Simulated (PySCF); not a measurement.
## Diatomics of Cl with the 5d metals

PBE with triple-zeta basis sets in PySCF, for the lowest determinant that a PBE0 search found; no spin–orbit coupling. De refers to high-spin ground-configuration atoms. A positive dipole means M(−)Cl(+).

```json
{"M": "Hf", "basis": "def2-TZVPPD", "state (unpaired electrons)": "doublet (δ ↑)", "Re (Å)": "2.304", "ωe (cm⁻¹)": "371", "De (eV)": "n/a", "μ (D)": "-1.50"}
{"M": "Ta", "basis": "def2-TZVPP", "state (unpaired electrons)": "quintet (σ ↑, π ↑, δ ↑↑)", "Re (Å)": "2.291", "ωe (cm⁻¹)": "371", "De (eV)": "n/a", "μ (D)": "-2.48"}
{"M": "W", "basis": "def2-TZVPPD", "state (unpaired electrons)": "sextet (σ ↑, π ↑↑, δ ↑↑)", "Re (Å)": "2.275", "ωe (cm⁻¹)": "376", "De (eV)": "n/a", "μ (D)": "-2.88"}
{"M": "Re", "basis": "def2-TZVPP", "state (unpaired electrons)": "septet (σ ↑↑, π ↑↑, δ ↑↑)", "Re (Å)": "2.364", "ωe (cm⁻¹)": "316", "De (eV)": "3.41", "μ (D)": "-1.84"}
{"M": "Ir", "basis": "def2-TZVPP", "state (unpaired electrons)": "triplet (π ↑, δ ↑)", "Re (Å)": "2.158", "ωe (cm⁻¹)": "413", "De (eV)": "n/a", "μ (D)": "-2.23"}
{"M": "Hg", "basis": "def2-TZVPP", "state (unpaired electrons)": "doublet (σ ↑)", "Re (Å)": "2.434", "ωe (cm⁻¹)": "248", "De (eV)": "1.17", "μ (D)": "-2.65"}
```

The shortest bond is that of IrCl (2.158 Å), the longest that of HgCl (2.434 Å).

The rows differ in basis set, which adds steps of its own.

The state changes along the series, so neighbouring rows are not always alike in their bonding.

De is left out where the level can put another filling of the metal’s s and d shells below the measured ground configuration, by anything from nothing to about 1 eV. The metal atom is held in its measured ground configuration; semilocal functionals can put another filling of s and d lower by some tenths of an eV, and De to that atom would be smaller. These are scalar-relativistic numbers at best; spin–orbit coupling would shift them, the dissociation energy most. States were picked by a PBE0 search and need not be the measured ground states.
